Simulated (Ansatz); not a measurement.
# H6NSSbSi: structure from calculated spectroscopic constants

These gas-phase data were calculated for one isomer of H6NSSbSi at r2SCAN-D4/def2-SVP (harmonic, unscaled wavenumbers; equilibrium rotational constants with average atomic masses):

* rotational constants: 7.858, 0.8041, 0.7454 GHz
* all wavenumbers above 1500 cm⁻¹: 3670, 3571, 2223, 2219, 1911, 1906, 1547

Candidates:

(1) `N[SiH2][SbH][SH]`, a singlet
(2) `N[SiH2][S][SbH2]`, a singlet

**Question.** Which structure fits?

**Answer.** Candidate (2). No mode falls between 2500 and 2800 cm⁻¹, where the S–H stretch of (1) would stand.

The same quantities for all candidates:

```
     rotational constants (GHz)               wavenumbers above 1500 cm⁻¹  E above the lowest, r2SCAN-D4/def2-SVP (kcal/mol)
(1)         2.554, 1.593, 1.037  3645, 3548, 2698, 2226, 2208, 1905, 1552                                                8.0
(2)       7.858, 0.8041, 0.7454  3670, 3571, 2223, 2219, 1911, 1906, 1547                                                0.0
```

Each candidate is one conformer. Atoms past krypton carry core potentials. Programs: Ansatz 0.2.0.
